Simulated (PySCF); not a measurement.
Computed shifts of a molecule C₅H₁₅NSi, HF/pcSseg-1 run with PySCF, GIAO, gas phase, equivalent atoms averaged, in ppm (number of nuclei): ¹³C: 36.6 (2), 1.1 (3). ¹⁵N: 4.0 (1). ²⁹Si: 6.2 (1). ¹H: 2.50 (6), 0.37 (6), 0.15 (3). References: ¹³C against TMS (σ = 192.6 ppm); ¹⁵N against NH3 (σ = 267.3 ppm); ²⁹Si against TMS (σ = 393.8 ppm); ¹H against TMS (σ = 31.99 ppm), references at their B3LYP-D3(BJ)/def2-TZVP geometries, non-relativistic. Geometry: PBE0-D3(BJ)/def2-SVP. The values are those of a single conformer.

### Question
Pick the molecule that these values belong to.
A) CN(C)[Si](C)(C)C
B) CC(C)(C)NC[SiH3]
C) C[SiH2]N(C)C(C)C
D) CCN(CC)[SiH2]C

### Answer
A, CN(C)[Si](C)(C)C
